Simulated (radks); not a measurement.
Results of a calculation; reference values are marked as such.
Task: All-electron atom: Tb38+ in [Ar] 3d9 (the NIST ground configuration). Code: a radial shooting solver on a logarithmic mesh with Libxc functionals. Model: scalar-relativistic Kohn-Sham, BLYP, spin-polarised, spherical densities, finite nucleus; open shells are filled with parallel spins first (spin-orbit coupling, left out, can overturn this in heavy ions); Fermi nuclear charge, rms radius 5.06 fm. Some entries of the table are withheld. Estimate them.

orbital,occ.,eigenvalue (Ry),<r> (bohr),<r^2> (bohr^2)
1s up,1,-3938.819,0.02150,0.0006314
1s down,1,-3938.816,0.02150,0.0006314
2s up,1,-756.2248,0.09126,0.009831
2s down,1,-755.9674,0.09124,0.009827
2p up,3,(1),0.08061,0.007927
2p down,3,(2),0.08059,0.007923
3s up,1,-255.9163,0.2335,0.06217
3s down,1,-255.6287,0.2336,0.06222
3p up,3,-234.3252,0.2307,0.06152
3p down,3,-234.0332,0.2309,0.06159
3d up,5,-207.4809,(3),0.05021
3d down,4,-207.1244,(4),0.05029

Result: 
(1) 2p up eigenvalue (Ry): -686.3954
(2) 2p down eigenvalue (Ry): -686.1943
(3) 3d up <r> (bohr): 0.2076
(4) 3d down <r> (bohr): 0.2078
